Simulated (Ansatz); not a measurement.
C2H5AlO2, SMILES `C[O][Al]1[CH2][O]1` from Hartree–Fock to CCSD(T)

Cartesian coordinates in Å:
```
C -0.7313 -1.5501 1.4730
O 0.1875 -0.6739 0.8926
Al 0.4731 0.4458 -0.2919
C 0.4977 1.6584 -1.7192
O 1.7139 1.4507 -0.8597
H -0.8856 -1.2844 2.5227
H -0.3456 -2.5727 1.4326
H -1.7012 -1.5270 0.9652
H 0.6727 1.3739 -2.7573
H 0.1187 2.6792 -1.6580
```

Total charge 0; spin multiplicity 1. The geometry is a stationary point of PBE0-D4/def2-TZVP. It is one conformer, not always the lowest. Frozen core, restricted reference, the Gaussian-basis code of Ansatz. CBS rows extrapolate triple and quadruple zeta; past MP2 they add the triple-zeta difference.

```json
{"basis": "def2-TZVPP", "HF (Eh)": "-470.40027", "MP2 corr.": "-0.88562"}
{"basis": "def2-QZVPP", "HF (Eh)": "-470.41885", "MP2 corr.": "-0.95133"}
```

Question: Estimate the CCSD correlation energy and the (T) correction in each basis where they were run (hartree).

Answer: 
```tsv
basis	CCSD corr.	(T)
def2-TZVPP	-0.91040	-0.03616
CBS(def2)	-1.02479	as TZ
```
